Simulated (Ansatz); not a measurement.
Harmonic frequencies (cm⁻¹) at PBE0-D4/def2-TZVP from Ansatz: 17, 84, 97, 113, 230, 234, 240, 247, 265, 289, 374, 384, 419, 538, 664, 698, 901, 924, 985, 997, 1120, 1185, 1234, 1328, 1397, 1416, 1476, 1489, 1495, 1500, 2710, 2717, 3025, 3027, 3032, 3088, 3091, 3110, 3116.

Each molecule was computed in one conformer, which needn't be the lowest.

(1) Which molecule is it?
A. `C[CH2][Ga]([F])[SH]`
B. `C[CH](C)[Ga]([SH])[SH]`
C. `[CH3][Ga]([CH3])[O][SiH3]`
D. `C=[CH][Ga]([Cl])[Cl]`

Results:

(1) B.
